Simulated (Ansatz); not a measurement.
CH$_{9}$N$_{3}$OSn (`C[O][Sn]([NH2])([NH2])[NH2]`), relaxed with RKS PBE0-D4/def2-TZVP in Ansatz 0.2.0 from a PBE-D4/def2-SVP geometry. The force threshold is 0.005 eV/Å; the program also tests the step.

The species carries charge 0 and has multiplicity 1. Sn: def2 effective core potential.

Start:

```xyz
15

C     1.328    1.711   -1.020
O     0.047    1.111   -1.091
Sn   -0.416   -0.361    0.199
N    -2.457   -0.117    0.454
N     0.553    0.035    1.962
N     0.372   -2.112   -0.582
H     1.273    2.725   -1.475
H     2.101    1.137   -1.587
H     1.699    1.830    0.025
H    -2.954   -0.952    0.110
H    -2.743    0.654   -0.171
H    -0.115    0.130    2.737
H     1.224   -0.704    2.207
H    -0.087   -2.940   -0.174
H     0.176   -2.146   -1.594
```

```tsv
step	energy (eV)	largest force (eV/Å)	largest move (Å)
1	-13527.8741	0.843	0.000
2	-13527.9999	0.394	0.058
3	-13528.0184	0.149	0.041
4 (rejected)	-13528.0080	0.401	0.178
5	-13528.0235	0.089	0.087
6	-13528.0241	0.108	0.051
7 (rejected)	-13528.0224	0.059	0.094
8	-13528.0250	0.031	0.037
9	-13528.0251	0.018	0.009
10	-13528.0252	0.009	0.011
11	-13528.0253	0.011	0.014
12	-13528.0253	0.005	0.010
13	-13528.0253	0.003	0.005
```

End:

```xyz
15

C     1.331    1.688   -1.020
O     0.028    1.156   -1.005
Sn   -0.425   -0.321    0.197
N    -2.419   -0.095    0.408
N     0.482   -0.056    1.963
N     0.352   -1.990   -0.632
H     1.316    2.616   -1.599
H     2.049    1.006   -1.494
H     1.699    1.922   -0.013
H    -2.949   -0.929    0.190
H    -2.760    0.651   -0.186
H    -0.149    0.044    2.746
H     1.199   -0.730    2.189
H     0.141   -2.848   -0.139
H     0.106   -2.115   -1.605
```

Run time 100 s (4 threads of an Arm Neoverse V1 on a shared host); peak host memory 0.85 GiB.
